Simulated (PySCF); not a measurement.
**Simulated absorption spectrum**

Compound: Sn(GeH3)H3.
SMILES: `[H][Sn]([H])([H])[GeH3]`

The calculation used TDDFT wB97X-D/def2-SVPD, vertical, gas phase, core orbitals frozen in the response, def2 core potentials past Kr (PySCF). Isolated species at its PBE0-D3(BJ)/def2-SVP geometry, gas phase. Spin–orbit coupling is left out.

Broadening: Gaussians 0.5 eV wide at half height, area fixed by f = 4.319×10⁻⁹ ∫ε dν̃. The cross-section is σ = 3.8235×10⁻²¹ ε cm², given in Mb (10⁻¹⁸ cm²). The width is an assumption, not a result. The curve ends short of the highest state used, and states not computed would add to its high-energy end.

E (eV), σ (Mb) and a bar:
```
     6.32       0.15 
     6.35       0.26 
     6.38       0.42 
     6.41       0.69 
     6.44       1.09 
     6.47       1.69 
     6.50       2.57 
     6.53       3.84 #
     6.56       5.62 #
     6.59       8.07 #
     6.62      11.35 ##
     6.66      17.34 ###
     6.69      23.28 ####
     6.72      30.65 #####
     6.75      39.54 #######
     6.78      50.01 ########
     6.81      62.00 ##########
     6.84      75.35 #############
     6.87      89.76 ###############
     6.90     104.83 ##################
     6.93     120.01 ####################
     6.96     134.67 #######################
     6.99     148.15 #########################
     7.02     159.77 ###########################
     7.05     168.89 ############################
     7.08     175.02 ##############################
     7.11     177.79 ##############################
     7.14     177.05 ##############################
     7.18     170.71 #############################
     7.21     162.31 ###########################
     7.24     151.30 ##########################
     7.27     138.30 #######################
     7.30     123.99 #####################
     7.33     109.08 ##################
     7.36      94.21 ################
     7.39      79.99 #############
     7.42      66.89 ###########
     7.45      55.28 #########
     7.48      45.40 ########
     7.51      37.36 ######
     7.54      31.17 #####
     7.57      26.79 ####
     7.60      24.08 ####
     7.63      22.88 ####
     7.67      23.24 ####
     7.70      24.71 ####
     7.73      26.93 #####
     7.76      29.67 #####
     7.79      32.69 #####
     7.82      35.74 ######
     7.85      38.62 ######
     7.88      41.14 #######
     7.91      43.12 #######
     7.94      44.46 #######
     7.97      45.06 ########
     8.00      44.91 ########
```

Task: Locate the maxima and give the states behind the curve.

Result: 174 nm (7.12 eV), ε about 47000, made up of S2 (94%); 155 nm (7.98 eV), ε about 12000, made up of S5 (11%), S6 (11%), S7 (34%) and S8 (33%) (ε in L mol⁻¹ cm⁻¹; maxima over ε = 5, shares over 10%). The states used: S1 7.07 eV (f 0.0028); S2 7.12 eV (f 0.811); S3 7.16 eV (f 0.025); S4 7.16 eV (f 0.025); S5 7.92 eV (f 0.025); S6 7.92 eV (f 0.025); S7 7.97 eV (f 0.074); S8 7.97 eV (f 0.073); S9 8.14 eV (f 0.0002); S10 8.19 eV (f 0.019); S11 8.19 eV (f 0.019); S12 8.60 eV (f 0.0036); S13 8.60 eV (f 0.0034); S14 8.60 eV (f 0.012).

Task: What would ε be at 7.12 eV, the highest of these maxima, with half the width (0.25 eV)?

Result: About 92800 L mol⁻¹ cm⁻¹ against 46500, a factor of about 1.99; a lone state at its own centre would give exactly 2.

Task: On this curve, what absorbance would a 10⁻⁵ mol/L sample give at 193 nm over a 1 cm path?

Result: 193 nm is 6.424 eV, where ε is about 220 L mol⁻¹ cm⁻¹, so A = ε c l ≈ 0.0022 (Beer–Lambert, with the gas-phase spectrum and the assumed width).

Task: Coming from long wavelengths, where does ε first pass 100 L mol⁻¹ cm⁻¹?

Result: At about 195 nm (6.37 eV), 0.69 eV below S1.

All these states lie below the vertical ionisation energy of 9.93 eV (ΔSCF).

The run took 24 s on one thread of an x86-64 server, shared host.
